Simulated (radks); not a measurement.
Values are calculated unless marked as measured or tabulated.
Task: Valence configurations of Ar II (all share [Ne]). Code: a radial shooting solver on a logarithmic mesh with Libxc functionals. Model: Dirac Kohn-Sham, PBE, spin-unpolarised, spherical densities, finite nucleus; open shells fill j = l - 1/2 first; Fermi nuclear charge, rms radius 3.4274 fm. Order these by energy: 3s2 3p5; 3s1 3p6; 3s1.5 3p5.5.

Result: From the lowest, in eV above it: 3s2 3p5 0.000; 3s1.5 3p5.5 7.331; 3s1 3p6 14.681. NIST lists [Ne] 3s2 3p5 as the ground configuration; this level of theory agrees among the configurations tried. The energies are those of spherical spin-averaged densities, not of single terms.
